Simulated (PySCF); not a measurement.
ECD: `C[C@H]1C[C@H](O)[C@@H]1CO`, C6H12O2

Molfile (atoms numbered from 1):
```
C6H12O2
     RDKit          3D

 20 20  0  0  0  0  0  0  0  0999 V2000
   -1.9963   -1.1477    0.5144 C   0  0  0  0  0  0  0  0  0  0  0  0
   -0.9319   -0.4995   -0.3531 C   0  0  1  0  0  0  0  0  0  0  0  0
   -0.9688    1.0411   -0.3613 C   0  0  0  0  0  0  0  0  0  0  0  0
    0.2818    1.0641    0.5368 C   0  0  2  0  0  0  0  0  0  0  0  0
    1.3601    1.8673    0.1217 O   0  0  0  0  0  0  0  0  0  0  0  0
    0.4713   -0.4501    0.2895 C   0  0  2  0  0  0  0  0  0  0  0  0
    1.6098   -0.7868   -0.6721 C   0  0  0  0  0  0  0  0  0  0  0  0
    2.8723   -0.5228   -0.1211 O   0  0  0  0  0  0  0  0  0  0  0  0
   -1.8118   -2.2160    0.6033 H   0  0  0  0  0  0  0  0  0  0  0  0
   -1.9942   -0.7126    1.5110 H   0  0  0  0  0  0  0  0  0  0  0  0
   -2.9818   -1.0028    0.0764 H   0  0  0  0  0  0  0  0  0  0  0  0
   -0.9410   -0.9523   -1.3466 H   0  0  0  0  0  0  0  0  0  0  0  0
   -1.8642    1.4993    0.0536 H   0  0  0  0  0  0  0  0  0  0  0  0
   -0.7663    1.4633   -1.3437 H   0  0  0  0  0  0  0  0  0  0  0  0
    0.0368    1.2814    1.5857 H   0  0  0  0  0  0  0  0  0  0  0  0
    1.0793    2.7876    0.1185 H   0  0  0  0  0  0  0  0  0  0  0  0
    0.5884   -1.0383    1.2006 H   0  0  0  0  0  0  0  0  0  0  0  0
    1.4737   -0.2278   -1.6090 H   0  0  0  0  0  0  0  0  0  0  0  0
    1.5903   -1.8566   -0.8992 H   0  0  0  0  0  0  0  0  0  0  0  0
    2.8874    0.4199    0.0915 H   0  0  0  0  0  0  0  0  0  0  0  0
  1  2  1  0
  2  3  1  0
  3  4  1  0
  4  5  1  0
  4  6  1  0
  6  7  1  0
  7  8  1  0
  6  2  1  0
  1  9  1  0
  1 10  1  0
  1 11  1  0
  2 12  1  6
  3 13  1  0
  3 14  1  0
  4 15  1  1
  5 16  1  0
  6 17  1  1
  7 18  1  0
  7 19  1  0
  8 20  1  0
M  END
```

Computed with TDDFT B3LYP/def2-SVPD circular dichroism and optical rotation, one conformer, gas phase (PySCF 2.14.0). Geometry: GFN2-xTB.

The molecule is flexible and this is one conformer; a measurement averages over conformers. States above about 7.2 eV (minus the energy of the highest occupied orbital) lie near or above the ionisation threshold and depend on the basis.

Question: What are the CIP labels of the stereocentres?

Answer: C2 S, C4 S, C6 S.

Question: Which excitations and rotatory strengths does the calculation give?

Answer: Rotatory strengths R in 10⁻⁴⁰ esu² cm², velocity form and length form (origin at the centre of mass); f in length form.
| state | E (eV) | λ (nm) | f | R (velocity) | R (length) | main |
| --- | --- | --- | --- | --- | --- | --- |
| 1 | 6.39 | 194 | 0.003 | -3.6 | -3.4 | HOMO→LUMO 0.96 |
| 2 | 6.48 | 191 | 0.006 | +12.9 | +13.4 | HOMO−1→LUMO 0.97 |
| 3 | 7.06 | 176 | 0.013 | +0.2 | 0.0 | HOMO→LUMO+1 0.95 |
| 4 | 7.20 | 172 | 0.014 | +4.6 | +4.4 | HOMO−2→LUMO 0.93 |
| 5 | 7.24 | 171 | 0.020 | -9.4 | -10.0 | HOMO→LUMO+2 0.93 |
| 6 | 7.37 | 168 | 0.007 | -4.6 | -4.8 | HOMO−1→LUMO+1 0.96 |
| 7 | 7.50 | 165 | 0.007 | +1.4 | +1.8 | HOMO→LUMO+3 0.69, HOMO−1→LUMO+2 0.20 |
| 8 | 7.51 | 165 | 0.001 | +0.6 | -2.0 | HOMO−1→LUMO+2 0.78, HOMO→LUMO+3 0.17 |
| 9 | 7.84 | 158 | 0.008 | +28.8 | +29.5 | HOMO−2→LUMO+1 0.92 |
| 10 | 7.96 | 156 | 0.012 | +3.8 | +3.2 | HOMO→LUMO+5 0.69 |
| 11 | 7.99 | 155 | 0.011 | -12.9 | -13.1 | HOMO−3→LUMO 0.73, HOMO−1→LUMO+3 0.12 |
| 12 | 8.02 | 155 | 0.006 | +2.4 | +2.2 | HOMO−1→LUMO+3 0.70, HOMO−3→LUMO 0.11 |

For states 3, 8 the two forms differ in sign, so the sign of R isn't settled.

Among the states computed, the strongest CD band (largest |R|) is state 9. The largest dissymmetry factor in size, g = 4R/(D+G), with D and G the electric and magnetic dipole strengths, is +0.043 for state 9 (velocity form, f = 0.008), among bands with |R| over 0.5. The mirror image has the same energies and oscillator strengths and all R with the opposite sign.
